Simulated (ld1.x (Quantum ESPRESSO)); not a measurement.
# Configuration tests for W (TM)

tungsten, norm-conserving Troullier–Martins (Kleinman–Bylander form), made with ld1.x (Quantum ESPRESSO) 7.5 (PBEsol, scalar-relativistic). Core [Xe] 4f14, reference 5d4 6s1.75 6p0.25. Waves: 6p (bound): rc 3.15 bohr; 5d (bound): rc 2.05 bohr; 6s (bound): rc 2.10 bohr. Local part: the s channel. Core correction: none.

Energies are relative to the spin-unpolarised reference configuration 5d4 6s1.75 6p0.25; without spin polarisation the order of configurations can differ from experiment.

```csv
valence configuration,charge,ΔE all-electron (eV),error AE − PS (meV)
5d4 6s2 6p0,0,-1.111,+0.3
5d4 6s1 6p0,+1,7.814,-4.6
5d4 6s0 6p0,+2,23.509,+1.6
5d3 6s2 6p1,0,2.954,-23
5d4 6s0 6p2,0,8.227,-4.0
```

Q: What are ΔE and the potential's error for 5d4 6s1 6p1?

A: ΔE = 3.434 eV all-electron; the error (AE − PS) is -1.2 meV.

Q: What are ΔE and the potential's error for 5d5 6s1 6p0?

A: ΔE = 0.432 eV all-electron; the error (AE − PS) is -23 meV.

Levels in the configuration 5d3 6s2 6p1:

```csv
level,all-electron (eV),pseudo (eV)
5d,-7.362,-7.394
6s,-7.443,-7.453
6p,-2.377,-2.353
```

ld1.x printed “convergence not achieved” for 4 of the counted tests; their residual had stalled under 1e-8, short of the target of 1e-14.
